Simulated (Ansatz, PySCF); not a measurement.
Caution: the highest occupied level lies above zero, so the state may not be bound. Another site gives an ion 1.27 eV lower (`[NH-]C=O`) at the level frozen-core CCSD(T)/aug-cc-pVTZ // r2SCAN-D4/def2-TZVPD (Ansatz, a quantum-chemistry and plane-wave program).

Delta-SCF ions had no search for a lower state. 

Z-matrix (Å, degrees):
```
N
H 1 1.0109
H 1 1.0345 2 115.27
C 1 1.4205 2 115.26 3 140.39
O 4 1.2385 1 114.27 2 -158.19
```
Charge -1, spin multiplicity 1.

What is the computed vertical detachment energy (Delta-SCF), total energy and HOMO (r2SCAN-D4/def2-TZVPD (PySCF))?


- vertical detachment energy (Delta-SCF): 0.86 eV
- total energy: -169.2421 Ha
- HOMO: 1.86 eV
